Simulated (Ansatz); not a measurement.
Basis-set extrapolation for AlB$_{2}$H$_{7}$OSi (`BOB[SiH2][AlH2]`) (PBE0-D4/def2-TZVP geometry, frozen core, the Gaussian-basis code of Ansatz). Multiplicity 1, RHF reference.

```tsv
	def2-TZVPP	def2-QZVPP
HF	-659.264185	-659.286449
MP2 correlation	-0.633727	-0.680592
CCSD(T) correlation	-0.722181	not run
```

Energies in hartree. Use E(X) = E(∞) + A·exp(−7.88·√X) for Hartree–Fock and E(X) = E(∞) + B·X^(−2.97) for correlation, with X = 3 and 4, and add CCSD(T) minus MP2 of the smaller set to the MP2 limit.

**Question.** What is the CCSD(T) energy at the basis-set limit?

**Answer.** HF limit: -659.286449 + (-0.022264) × 0.13774 = -659.28952. MP2 limit: -0.680592 + (-0.046865) × 0.74074 = -0.71531. Higher-order term: -0.722181 − (-0.633727) = -0.08845. Total: -660.09328 hartree, 67.1 kcal/mol below CCSD(T)/def2-TZVPP.
